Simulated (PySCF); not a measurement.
Relaxation of triplet [IrO3]-

Level of theory: UB3LYP/[Ir def2-SVPD with ECP60, O def2-SVPD], scalar-relativistic core potentials, density fitting, no spin–orbit coupling, PySCF. A (50,194) grid was used.

A start displaced from a saddle point along its imaginary mode, of Cs symmetry, held to at least that symmetry:

Coordinates in bohr (charge -1 multiplicity 3):
```
Ir   -0.0223    0.0000   -0.1215
O     0.2268    0.0000    3.3034
O     3.3092    0.0000   -0.8061
O    -3.2671    0.0000   -1.0320
```

**Question.** What does it relax to?

**Answer.** It ends at C2v with Ir–O 1.763 Å, Ir–O 1.809 Å (×2); O–Ir–O 90.6°, O–Ir–O 134.7° (×2) (after a last refinement on a finer grid). A frequency run shows a minimum. Other isomers or separated fragments may lie lower.

**Question.** How much energy is released, and in how many steps?

**Answer.** 12.4 kJ/mol in 9 steps.

Open d and f shells are described by one determinant, and the ground state may have another occupation or spin. With an element this heavy the missing spin–orbit coupling can shift these numbers.
